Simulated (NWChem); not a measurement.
System: CdSiH$_{4}$S; SMILES [SH][Cd][SiH3]

The following NWChem deck was run.

```
start job
memory heap 200 mb stack 900 mb global 1100 mb
geometry units angstroms
  Cd     0.422768    -0.015747     0.146679
  S     -0.191463     1.321295    -1.859739
  H      0.937047     1.872654    -2.266875
  Si    -1.319013    -1.339028     1.436295
  H     -1.958477    -2.315087     0.534896
  H     -2.389620    -0.411508     1.897827
  H     -0.897595    -2.097280     2.628066
end
basis spherical
  * library def2-svp
end
ecp
  Cd library def2-ecp
end
dft
  xc pbe0
  iterations 150
end
driver
  maxiter 120
end
task dft optimize
dft
  grid fine
  convergence energy 1d-8 density 1d-7
end
task dft freq numerical
```

Parts of the log:

```
             Northwest Computational Chemistry Package (NWChem) 7.3.0
             --------------------------------------------------------

 C1  symmetry detected

                             Geometry "geometry" -> ""
                             -------------------------

 Output coordinates in angstroms (scale by  1.889725989 to convert to a.u.)

  No.       Tag          Charge          X              Y              Z
 ---- ---------------- ---------- -------------- -------------- --------------
    1 Cd                  48.0000     0.51069191     0.02306882    -0.00004897
    2 S                   16.0000    -0.74285097     2.17232549    -0.00052397
    3 H                    1.0000     0.18347112     3.11316103     0.00634244
    4 Si                  14.0000    -0.69699508    -2.21064437    -0.00083032
    5 H                    1.0000    -1.56255642    -2.29869984    -1.19128206
    6 H                    1.0000    -1.59084514    -2.27960174     1.18903582
    7 H                    1.0000     0.10026535    -3.45034942     0.01826256

 Effective nuclear repulsion energy (a.u.)     389.9360861398

                                Z-matrix (autoz)
                                --------

 Units are Angstrom for bonds and degrees for angles

[...]

      ----------------------
      Optimization converged
      ----------------------

  Step       Energy      Delta E   Gmax     Grms     Xrms     Xmax
  ---- ---------------- -------- -------- -------- -------- --------
@    9    -857.35480048 -1.2D-07  0.00006  0.00002  0.00053  0.00146
                                     ok       ok       ok       ok

                                Z-matrix (autoz)
                                --------

 Units are Angstrom for bonds and degrees for angles

[...]

 Rotational Constants
 --------------------
 A=   2.192534 cm-1  (  3.154497 K)
 B=   0.043042 cm-1  (  0.061926 K)
 C=   0.042847 cm-1  (  0.061645 K)

 Temperature                      =   298.15K
 frequency scaling parameter      =   1.0000

 Zero-Point correction to Energy  =   20.585 kcal/mol  (  0.032805 au)
 Thermal correction to Energy     =   24.911 kcal/mol  (  0.039698 au)
 Thermal correction to Enthalpy   =   25.503 kcal/mol  (  0.040641 au)

 Total Entropy                    =   85.341 cal/mol-K
   - Translational                =   41.416 cal/mol-K (mol. weight = 177.8839)
   - Rotational                   =   25.481 cal/mol-K (symmetry #  =        1)
   - Vibrational                  =   18.443 cal/mol-K

 Cv (constant volume heat capacity) =   20.374 cal/mol-K
   - Translational                  =    2.979 cal/mol-K
   - Rotational                     =    2.979 cal/mol-K
   - Vibrational                    =   14.415 cal/mol-K

[normal modes left out]

 ----------------------------------------------------------------------------
 Normal Eigenvalue ||           Projected Infra Red Intensities
  Mode   [cm**-1]  || [atomic units] [(debye/angs)**2] [(KM/mol)] [arbitrary]
 ------ ---------- || -------------- ----------------- ---------- -----------
    1       -0.000 ||    0.000068           0.002         0.066       0.019
    2        0.000 ||    0.000264           0.006         0.257       0.074
    3        0.000 ||    0.000009           0.000         0.009       0.002
    4        0.000 ||    0.000199           0.005         0.194       0.055
    5        0.000 ||    0.001281           0.030         1.249       0.358
    6        0.000 ||    0.002490           0.057         2.428       0.695
    7       36.219 ||    0.013113           0.303        12.783       3.660
    8       77.189 ||    0.005465           0.126         5.327       1.525
    9       78.840 ||    0.005540           0.128         5.400       1.546
   10      277.939 ||    0.002057           0.047         2.006       0.574
   11      362.365 ||    0.039248           0.905        38.260      10.956
   12      447.064 ||    0.002156           0.050         2.102       0.602
   13      452.921 ||    0.002773           0.064         2.703       0.774
   14      598.711 ||    0.008923           0.206         8.699       2.491
   15      849.029 ||    0.333424           7.692       325.039      93.076
   16      937.188 ||    0.039966           0.922        38.961      11.157
   17      937.760 ||    0.040076           0.925        39.068      11.187
   18     2208.050 ||    0.083123           1.918        81.033      23.204
   19     2219.589 ||    0.085401           1.970        83.253      23.840
   20     2221.206 ||    0.084743           1.955        82.612      23.656
   21     2702.367 ||    0.001961           0.045         1.912       0.547
 ----------------------------------------------------------------------------
```

Level: PBE0/def2-SVP with def2 effective core potentials on Cd. def2 effective core potentials on Cd; no spin-orbit coupling.
